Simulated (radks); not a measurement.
Neutral hydrogen inside a hard spherical wall (all orbitals vanish at R), configuration held at 1s1 and not refilled when levels cross. Calculated with a radial shooting solver on a logarithmic mesh with Libxc functionals: scalar-relativistic Kohn-Sham, PBE, spin-unpolarised, spherical densities, point nucleus; without spin polarisation the odd electron is poorly described. Eigenvalues in eV, with the zero of energy where the potential of the charges vanishes at infinity; a dash marks a level that is unbound or too diffuse for the functional's potential to be trusted. A positive occupied level is held by the wall or, in an anion where self-interaction has pushed it up, behind a barrier. The pressure on the wall is -dE/dV.

R (bohr) = free: E (hartree) -0.45893; kinetic (hartree) 0.447; e(1s) -6.493; e(2s, empty) -; e(2p, empty) -; pressure (GPa) 0
R (bohr) = 15: E (hartree) -0.45893; kinetic (hartree) 0.447; e(1s) -6.493; e(2s, empty) -; e(2p, empty) -; pressure (GPa) < 0.0001
R (bohr) = 10: E (hartree) -0.45893; kinetic (hartree) 0.447; e(1s) -6.491; e(2s, empty) 1.130; e(2p, empty) 1.248; pressure (GPa) 0.000276
R (bohr) = 8: E (hartree) -0.45880; kinetic (hartree) 0.449; e(1s) -6.474; e(2s, empty) 2.325; e(2p, empty) 2.044; pressure (GPa) 0.00641
R (bohr) = 7: E (hartree) -0.45844; kinetic (hartree) 0.451; e(1s) -6.433; e(2s, empty) 3.563; e(2p, empty) 2.805; pressure (GPa) 0.0314
R (bohr) = 2: E (hartree) -0.03694; kinetic (hartree) 1.390; e(1s) 9.765; e(2s, empty) 103.29; e(2p, empty) 55.098; pressure (GPa) 401
R (bohr) = 1.5: E (hartree) 0.55432; kinetic (hartree) 2.331; e(1s) 28.840; e(2s, empty) 197.55; e(2p, empty) 103.78; pressure (GPa) 2020
